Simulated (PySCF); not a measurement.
**Ni (nickel, neutral) across methods**

[Ar] 3d8 4s1 4p1, one real determinant (an excited configuration). Computed with PySCF 2.14 in aug-cc-pVDZ-DK, with the spin-free X2C one-electron Hamiltonian (Gaussian nucleus).

| method | E (hartree) | mean ε 3d β (eV) | mean ε 4s α (eV) | mean ε 4p α (eV) | Σ⟨r²⟩ (bohr²) | ⟨S²⟩ |
| --- | --- | --- | --- | --- | --- | --- |
| PBE | -1520.196 | -9.501 | -7.369 | -2.574 | 42.80 | 6.000 |
| PBE0 | -1520.208 | -11.968 | -8.260 | -3.289 | 42.31 | 6.000 |
| UHF | -1519.01849 | -18.788 | -10.489 | -5.199 | 42.80 | 6.002 |
| r2SCAN | -1520.423 | -9.831 | -7.628 | -2.739 | 41.63 | 6.002 |
| revPBE | -1520.353 | -9.454 | -7.305 | -2.564 | 42.83 | 6.000 |
| BHandHLYP | -1520.404 | -14.508 | -8.987 | -3.777 | 42.42 | 6.001 |
| MN15 | -1521.349 | -12.901 | -8.644 | -3.433 | 43.43 | 6.001 |
| r2SCAN0 | -1520.384 | -12.264 | -8.472 | -3.395 | 41.57 | 6.001 |
| LDA | -1517.647 | -9.577 | -7.566 | -2.596 | 42.48 | 6.000 |

⟨L²⟩ = 14.01 against 20 for a pure G term, so this real determinant mixes terms.
